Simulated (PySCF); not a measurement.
Two species compared at the same levels of theory.

First species: C6H8F6.
Cartesian coordinates in Å at the GFN2-xTB level; atoms count from 1:
```xyz
20
C6H8F6 angstrom
C     -0.6079    1.0719    1.3869
C      0.1271    0.1047    0.4604
C     -0.8190   -0.5157   -0.5786
C     -2.0009   -1.2346    0.0464
F     -2.9730   -0.4006    0.4481
F     -2.5748   -2.0770   -0.8262
F     -1.6628   -1.9672    1.1170
C      1.2696    0.8561   -0.2386
C      2.2090   -0.0375   -1.0270
F      2.5647   -1.1399   -0.3532
F      3.3448    0.6052   -1.3385
F      1.6889   -0.4575   -2.1923
H     -1.3312    0.5460    2.0024
H     -1.1322    1.8331    0.8141
H      0.0975    1.5627    2.0522
H      0.5572   -0.7014    1.0643
H     -0.2952   -1.2577   -1.1837
H     -1.2235    0.2515   -1.2427
H      1.8810    1.3613    0.5118
H      0.8755    1.6073   -0.9258
```

Second species: C5H8OS.
Bonds: C1–C2 (double), C2–S3, S3–C4, C2–C5, C5–C6, C5–O7 (double). Hydrogens: H8, H9 on C1; H10, H11, H12 on C4; H13, H14, H15 on C6.

Levels: PBE0/pcSseg-1 for dipole moment, HOMO energy, LUMO energy and HOMO–LUMO gap; GFN2-xTB for rotational constant A and rotational constant C. Geometries: GFN2-xTB. All species are isolated and taken at one optimised geometry, non-relativistic unless stated; the electronic structure was computed with PySCF and density fitting.

Dipoles, sizes and rotational constants follow the conformer. The torsions of the flexible species, by atom-mapped SMILES:
- `[CH3:1][CH:2]([CH2:3][C:4]([F:5])([F:6])[F:7])[CH2:8][C:9]([F:10])([F:11])[F:12]`: C1–C2–C3–C4 -57°, C2–C3–C4–F5 79°, C1–C2–C8–C9 171°, C2–C8–C9–F10 -45°
- `[CH2:1]=[C:2]([S:3][CH3:4])[C:5]([CH3:6])=[O:7]`: C1–C2–S3–C4 4°, C1–C2–C5–C6 166°

| property | column X | column Y |
| --- | --- | --- |
| dipole moment | 3.21 D | 2.46 D |
| HOMO energy | -6.57 eV | -10.08 eV |
| LUMO energy | -1.55 eV | 1.09 eV |
| HOMO–LUMO gap | 5.02 eV | 11.17 eV |
| rotational constant A | 4.080 GHz | 1.693 GHz |
| rotational constant C | 1.139 GHz | 0.420 GHz |

Q: Which column belongs to which species?

A: Column X is the second species and column Y the first. The first has 20 atoms and 98 electrons, the second 15 and 62.

Q: How does each property change from the first species to the second?

A: dipole moment +0.75 D; HOMO energy +3.51 eV; LUMO energy -2.64 eV; HOMO–LUMO gap -6.15 eV; rotational constant A +2.387 GHz; rotational constant C +0.719 GHz.

On the first: In atomic units the dipole is 0.97 e·bohr (1 au = 2.5417 D).

On the second: The dipole equals about 10.7 × 10⁻³⁰ C·m (1 D = 3.33564 × 10⁻³⁰ C·m). A dipole of 3.21 D is allowed in C1, and pure rotational transitions are dipole-allowed.
